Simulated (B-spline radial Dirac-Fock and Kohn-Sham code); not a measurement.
These are calculated numbers from a radial finite-basis atomic code; the model is Dirac-Fock energy differences between relaxed states, corrected for Breit and QED terms. No correlation.

**Question.** An atom or ion in its tabulated ground configuration has these computed binding energies (the last is its least bound level). Which is it?

```
level  binding energy (eV)
   2s               5448.9
2p1/2               5117.6
   3s               1488.3
3p1/2               1352.1
3d3/2               1063.0
   4s                587.2
   4p                527.0
```

**Answer.** Te¹⁸⁺: Z = 52 with 34 electrons, [Ar] 3d10 4s2 4p4.

**Question.** Identify the element and charge state from the binding energies below (tabulated ground configuration; the least bound level is included).

| level | binding energy (eV) |
| --- | --- |
| L2 | 21636.7 |
| L3 | 19398.2 |
| M1 | 9150.6 |

**Answer.** Pb⁷¹⁺: Z = 82 with 11 electrons, [Ne] 3s1.

**Question.** Identify the element and charge state from the binding energies below (tabulated ground configuration; the least bound level is included).

| level | binding energy (eV) |
| --- | --- |
| L2 | 14836.4 |
| M2 | 4253.5 |
| M3 | 3845.2 |
| M4 | 3390.7 |
| M5 | 3304.8 |
| N2 | 1647.4 |
| N6,7 | 1075.5 |

**Answer.** Au³⁰⁺: Z = 79 with 49 electrons, [Kr] 4d10 4f3.

**Question.** Identify the element and charge state from the binding energies below (tabulated ground configuration; the least bound level is included).

```
level  binding energy (eV)
    K              21358.6
   L1               4172.4
   L3               3829.5
   M1               1548.5
 M2,3               1455.3
```

**Answer.** Mo²⁷⁺: Z = 42 with 15 electrons, [Ne] 3s2 3p3. The hydrogen-like estimate √(E/Ry) = 39.6 for the K level lies 2.4 below Z (screening lowers it, relativity raises it); the outermost level, at 1455.3 eV, fixes the charge.

**Question.** An atom or ion in its tabulated ground configuration has these computed binding energies (the last is its least bound level). Which is it?

```tsv
level	binding energy (eV)
K	68125.8
L1	12407.0
M2	3192.9
N2	1135.2
N3	1064.0
N5	878.0
N6,7	675.3
```

**Answer.** Ta²³⁺: Z = 73 with 50 electrons, [Kr] 4d10 4f4. The hydrogen-like estimate √(E/Ry) = 70.8 for the K level lies 2.2 below Z (screening lowers it, relativity raises it); the outermost level, at 675.3 eV, fixes the charge.
